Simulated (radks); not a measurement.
The numbers below are computed, except where a source is named.
Effect of the nuclear size on the magnesium ion Mg+, [Ne] 3s1. Level of theory: Dirac Kohn-Sham, exchange-only LDA, spin-unpolarised, spherical densities, finite nucleus; Fermi nuclear charge, rms radius 3.057 fm (a radial shooting solver on a logarithmic mesh with Libxc functionals). The rms radius is varied about that value; shifts are against it.

\begin{tabular}{lrrr}
rms radius (fm) & total energy shift (eV) & density at nucleus (e/bohr^3) & 1s1/2 shift (meV) \\ \hline
2.6474 & -0.000654 & 1149 & -0.272 \\
2.8583 & -0.000329 & 1148 & -0.137 \\
3.057 & 0 & 1147 & 0.000 \\
3.1518 & 0.000165 & 1147 & 0.068 \\
3.7448 & 0.00131 & 1145 & 0.543 \\
\end{tabular}

Slopes of the eigenvalues against <r^2> in GHz/fm^2, as finite differences over the two radii next to the reference (eigenvalue slopes, not the field-shift constants of lines): 1s1/2 28.1.
